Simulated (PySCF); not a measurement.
The PySCF input:
```python
from pyscf import gto, scf, mp

mol = gto.Mole()
mol.atom = '''
    B    -0.165876   -0.347618    0.359988
    F    -0.548967   -1.053101    1.415669
    Cl    0.323680    1.268859    0.658223
    C    -0.176201   -0.991657   -1.051694
    C     0.189491   -0.365872   -2.169237
    H    -0.505323   -2.021614   -1.121370
    H     0.168943   -0.846837   -3.133631
    H     0.524178    0.659025   -2.150175
'''
mol.basis = 'def2-svp'
mol.charge = 0
mol.spin = 0
mol.verbose = 4
mol.max_memory = 1800
mol.build()

mf = scf.RHF(mol)
mf.kernel()

pt = mp.MP2(mf, frozen=9)
pt.kernel()
print('E(MP2) = %.10f' % pt.e_tot)
```

**Question.** What is the computed number of basis functions (PySCF with MP2/def2-SVP)?

**Answer.** 89

**Question.** What MP2 correlation energy does MP2/def2-SVP give?

**Answer.** -0.6571 Eh

**Question.** What is the computed SCF-reference HOMO energy (MP2/def2-SVP)?

**Answer.** -10.92 eV

**Question.** Estimate the SCF-reference dipole moment that MP2/def2-SVP returns for this input.

**Answer.** 2.23 D

**Question.** What total energy does MP2/def2-SVP give?

**Answer.** -661.5579 Eh

**Question.** What SCF-reference HOMO-LUMO gap does MP2/def2-SVP give?

**Answer.** 13.11 eV
